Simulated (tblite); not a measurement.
Compound: C5H12O2Si.
Numbering: `[CH3:1][O:2][Si@H:3]1[CH2:4][CH2:5][CH2:6][O:7][CH2:8]1` (hydrogens: H9, H10, H11 on C1; H12 on Si3; H13, H14 on C4; H15, H16 on C5; H17, H18 on C6; H19, H20 on C8)

Computed geometry: GFN2-xTB, gas phase.

**Question.** Give the optimised bond lengths and angles.

**Answer.** 
```csv
bond,length (pm),order
C1–O2,139.7,single
O2–Si3,162.5,single
Si3–C4,190.5,single
C4–C5,152.9,single
C5–C6,153.0,single
C6–O7,140.5,single
O7–C8,142.1,single
Si3–C8,189.8,single
"C1–H9, C1–H10, C1–H11",109.1,single
Si3–H12,147.0,single
C4–H13,109.4,single
C4–H14,109.2,single
C5–H15,109.3,single
C5–H16,109.1,single
C6–H17,110.1,single
C6–H18,109.4,single
C8–H19,109.9,single
C8–H20,108.9,single
```

Bonds in one row agree within 1 pm and their mean is given. Orders are formal, as drawn. A selection of angles:
```csv
angle,degrees
O2–C1–H9,108.0
O2–C1–H10,111.1
O2–C1–H11,110.4
H9–C1–H10,109.4
C1–O2–Si3,127.9
O2–Si3–C4,114.9
O2–Si3–C8,104.6
O2–Si3–H12,112.5
C4–Si3–C8,103.4
C4–Si3–H12,109.3
C8–Si3–H12,111.7
Si3–C4–C5,108.7
Si3–C4–H13,110.1
Si3–C4–H14,113.4
C5–C4–H13,108.7
C5–C4–H14,109.2
H13–C4–H14,106.6
C4–C5–C6,111.8
C4–C5–H15,110.6
C4–C5–H16,109.7
C6–C5–H15,108.3
C6–C5–H16,108.1
H15–C5–H16,108.2
C5–C6–O7,114.2
C5–C6–H17,109.5
C5–C6–H18,109.6
O7–C6–H17,109.9
O7–C6–H18,104.9
H17–C6–H18,108.5
C6–O7–C8,113.8
O7–C8–H19,109.4
O7–C8–H20,104.9
Si3–C8–O7,108.9
Si3–C8–H19,112.5
Si3–C8–H20,113.2
H19–C8–H20,107.5
```

Torsions: C1–O2–Si3–C4 72° (synclinal); O2–Si3–C4–C5 155° (antiperiplanar); Si3–C4–C5–C6 -53° (synclinal); C4–C5–C6–O7 69° (synclinal); C5–C6–O7–C8 -76° (synclinal); C6–O7–C8–Si3 62° (synclinal); O2–Si3–C8–O7 -165° (antiperiplanar).

Of the pairs four or more bonds apart, H17···H19 is among the closest relative to their van der Waals radii: 2.35 Å, 98 % of the sum of Bondi's values. O7 (cyclic ether oxygen) is bent (angle 113.8°). Si3 (oxygen-bound silicon) is distorted tetrahedral (angles from 103.4° to 114.9°). The C–O distances run from 1.397 Å (C1–O2, drawn single) to 1.421 Å (O7–C8, drawn single), a spread of 0.024 Å. The 6-membered ring Si3–C4–C5–C6–O7–C8 has internal angles of 103.4° to 114.2° (sum 661°, against 720° for a flat polygon); it is puckered, 0.25 Å rms from its mean plane, widest ring torsion 76°.

Point group: C1 (no symmetry element, even within 0.4 Å). Its GFN2-xTB frequencies are all real (lowest 69 cm⁻¹). The numbers are those of one conformer.
